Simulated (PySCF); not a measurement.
C₃H₄BrCl. Atoms are numbered in the order given.

```xyz
9

C     -1.0944    -2.7007     0.0000
C     -1.1259    -1.2051     0.0000
C     -0.0571    -0.3963     0.0000
Cl     1.5841    -0.9658     0.0000
Br    -0.2245     1.4920     0.0000
H     -1.6188    -3.0955    -0.8866
H     -0.0652    -3.0827     0.0000
H     -1.6188    -3.0955     0.8866
H     -2.1032    -0.7134     0.0000
```
Charge 0, spin multiplicity 1.

Geometry: TPSSh-D3(BJ)/def2-SVP.

The numbers are results of PySCF with B3LYP/def2-TZVP, not measurements.

ESP charges are fitted to the potential on shells at 1.4 to 2.0 van der Waals radii. Atomic charges (e):

```csv
atom,ESP fit,Löwdin
C1,-0.31,-0.29
C2,0.13,-0.23
C3,-0.19,-0.73
Cl4,0.01,0.39
Br5,-0.03,0.33
H6,0.11,0.13
H7,0.10,0.12
H8,0.11,0.13
H9,0.07,0.15
```

Task: Give the Mayer and Wiberg (Löwdin basis) orders of the bonds. (An estimate is asked for; the answer gives what the named calculation found.)

Result: 
```tsv
bond	Mayer	Wiberg
C1–C2	0.96	1.31
C2–C3	1.81	2.04
C3–Cl4	1.14	1.70
C3–Br5	1.09	1.62
C1–H6	0.96	0.89
C1–H7	0.97	0.89
C1–H8	0.96	0.89
C2–H9	0.94	0.82
```
